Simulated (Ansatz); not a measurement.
Molecule: SnI$_{2}$, charge -1, multiplicity 2. 
Coordinates optimised at B3LYP-D3(BJ)/def2-TZVP (Ansatz, a quantum-chemistry and plane-wave program):
```
Sn
I 1 2.9234
I 1 2.9234 2 101.12
```
Charge -1, spin multiplicity 2.

Basis-set convergence of Hartree-Fock and CCSD correlation energies (hartree) with Ansatz. Cores are frozen in the correlated levels unless marked. UHF or UKS for open shells. No spin-orbit coupling. The frozen core is the preceding noble-gas configuration, with the filled d and f shells of earlier blocks. In def2 rows, elements after Kr have scalar-relativistic effective core potentials.

```json
[
 {"basis": "def2-SVPD", "functions": "102", "E(HF)": "-806.84166", "E(corr, CCSD)": "-0.29583"},
 {"basis": "def2-TZVPPD", "functions": "174", "E(HF)": "…", "E(corr, CCSD)": "…"}
]
```

Q: Some entries are withheld; supply them.

A: 
- def2-TZVPPD, E(HF): -806.86128
- def2-TZVPPD, E(corr, CCSD): -0.38641
